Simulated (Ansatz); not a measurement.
Single points on Hf2O5H2.

```yaml
crystal:
  periodic: [false, false, false]
  atoms:
    - {symbol: Hf, position_ang: [0.683586, 0.209469, -0.631004]}
    - {symbol: Hf, position_ang: [-1.338438, -0.371485, 1.482404]}
    - {symbol: O, position_ang: [1.696589, 0.332131, -2.566636]}
    - {symbol: O, position_ang: [-1.106941, -0.642282, -0.440659]}
    - {symbol: O, position_ang: [0.424239, 0.466445, 1.326130]}
    - {symbol: O, position_ang: [1.264471, 1.621354, -1.957196]}
    - {symbol: O, position_ang: [2.353954, -0.503413, -1.523141]}
    - {symbol: H, position_ang: [-2.689368, 0.867975, 1.868796]}
    - {symbol: H, position_ang: [-1.288092, -1.980183, 2.441307]}
basis:
  gaussian: {orbitals: def2-SVP, initial_orbitals: start.molden}
correlation: {method: ccsd_t}
scf: {omitted_lower_state_checks: [starts]}
output: {orbitals: {seedname: orbitals}}
```

The file start.molden holds the orbitals of an earlier run on this structure, at another level or in another basis.

```sh
$ ansatz run in.yaml --threads 4 --pin off --events-out ev --progress --plain --max-ram 4787MiB
```

It prints (some lines left out):

```
Functional definition: HF
1390 factors; integrals over basis functions are off by at most 1.1e-3 eV
mean field evaluation 1: about -12790.8679 eV, gradient 5.3e1 eV
mean field evaluation 2: about -12793.1335 eV, gradient 3.1e0 eV
mean field evaluation 4: about -12793.6181 eV, gradient 1.8e0 eV
mean field evaluation 8: about -12793.6240 eV, gradient 2.7e-4 eV
mean field -12793.62398039 eV, -470.1570094497 hartree, gradient 4.0e-6 eV, S^2 0.000000; 0 other end points of the search recorded, 0 dependent functions left out
5 core orbitals not correlated: weight in the atoms' cores, before any rotation towards them, 1.000 or more for the frozen orbitals, at most 0.000 for the correlated occupied ones
reference -12793.62398039 eV, -470.1570094497 hartree; 28, 28 occupied and 111, 111 virtual orbitals, 1390 factors
second order -38.09911365 eV of doubles, -0.00000000 eV of singles
cycle   1  -36.18251379 eV  change     1.9e0 eV  update   2.5e-1
cycle   2  -37.68870905 eV  change    -1.5e0 eV  update   1.0e-1
cycle   3  -38.11916106 eV  change   -4.3e-1 eV  update   5.1e-2
cycle   4  -38.09521381 eV  change    2.4e-2 eV  update   1.8e-2
cycle   5  -38.08070966 eV  change    1.5e-2 eV  update   8.5e-3
cycle   6  -38.08982414 eV  change   -9.1e-3 eV  update   3.6e-3
cycle   7  -38.09140799 eV  change   -1.6e-3 eV  update   1.8e-3
cycle   8  -38.09053562 eV  change    8.7e-4 eV  update   6.9e-4
cycle   9  -38.09099238 eV  change   -4.6e-4 eV  update   3.4e-4
cycle  10  -38.09128434 eV  change   -2.9e-4 eV  update   1.7e-4
cycle  11  -38.09093661 eV  change    3.5e-4 eV  update   7.5e-5
cycle  12  -38.09095691 eV  change   -2.0e-5 eV  update   4.1e-5
perturbative correction -1.53628460 eV, -0.0564574176 hartree
Total energy: -12833.25122190 eV, -471.6132837146 hartree
Checks for a lower state left out: starts
```

Hardware: 4 threads of Arm Neoverse V2 on a shared host. Wall time 61 s, peak host memory 1.6 GiB.

As the first input, with `gaussian: {orbitals: def2-TZVP, initial_orbitals: start.molden}`, `hamiltonian: {xc: pbe, dispersion: d4}`, `output: {forces: true, orbitals: {seedname: orbitals}}` and without the key `correlation` (abridged; 3.6 s):

```
Functional definition: PBE
mean field -12879.71687313 eV, -473.3208649017 hartree, gradient 1.3e-5 eV, S^2 0.000000
Total energy: -12879.92571911 eV, -473.3285398501 hartree
Atom 0 force    -0.065788    -0.027050     0.029274 eV/Å
Atom 1 force     0.168857     0.046786    -0.180690 eV/Å
Atom 2 force    -0.051105    -0.044564    -0.087054 eV/Å
Atom 3 force    -0.130702    -0.083035    -0.046198 eV/Å
Atom 4 force     0.040594     0.063701     0.140006 eV/Å
Atom 5 force    -0.066305     0.275191     0.000275 eV/Å
Atom 6 force     0.161068    -0.211304     0.082532 eV/Å
Atom 7 force    -0.071420     0.077559     0.012929 eV/Å
Atom 8 force     0.014799    -0.097283     0.048927 eV/Å
Dipole moment:    -0.187170    -0.056947     0.211315 e Å
Checks for a lower state left out: starts
```

First input, but with `gaussian: {orbitals: def2-TZVP, initial_orbitals: start.molden}`, `hamiltonian: {xc: {name: B97M-V}}` and without the key `correlation` (abridged; 13 s):

```
Functional definition: B97M-V
mean field -12886.11340601 eV, -473.5559331496 hartree, gradient 2.5e-5 eV, S^2 0.000000
Total energy: -12886.11349292 eV, -473.5559363432 hartree
Checks for a lower state left out: starts
```

First input, but with `gaussian: {orbitals: def2-TZVP, initial_orbitals: start.molden}`, `hamiltonian: {xc: {name: r2SCANh}, dispersion: d4}` and without the key `correlation` (abridged; 7 s):

```
Functional definition: r2SCANh
mean field -12883.19904710 eV, -473.4488324351 hartree, gradient 9.1e-6 eV, S^2 0.000000
Total energy: -12883.25686944 eV, -473.4509573667 hartree
Checks for a lower state left out: starts
```

The first input with `gaussian: {orbitals: def2-TZVP, initial_orbitals: start.molden}`, `hamiltonian: {xc: pbe0, dispersion: d4}` and without the key `correlation` (abridged; 4.4 s):

```
Functional definition: PBE0
mean field -12876.67869295 eV, -473.2092138396 hartree, gradient 1.4e-5 eV, S^2 0.000000
Total energy: -12876.85922255 eV, -473.2158481802 hartree
Checks for a lower state left out: starts
```

As the first input, with `gaussian: {orbitals: def2-TZVP, initial_orbitals: start.molden}`, `hamiltonian: {xc: r2scan, dispersion: d4}` and without the key `correlation` (abridged; 6.5 s):

```
Functional definition: r2SCAN
mean field -12885.18104022 eV, -473.5216693387 hartree, gradient 1.0e-5 eV, S^2 0.000000
Total energy: -12885.23443508 eV, -473.5236315637 hartree
Checks for a lower state left out: starts
```

Geometry: r2SCAN-D4/def2-SVP.

In the def2 sets Hf takes a core potential; there is no spin–orbit coupling. Correlated methods freeze 5 core orbitals; core or outer-core shells of Hf are correlated, in sets that lack core-valence functions. The structure holds 2 bonds between oxygen atoms, so isomers without such links may lie far lower. At CCSD(T)/def2-SVP the test of the restricted singlet for broken spin symmetry was undecided. No other spin state of charge 0 was run. Another isomer (singlet) lies 3.98 eV lower at PBE0-D4/def2-TZVP; other spin states weren't run for this one.
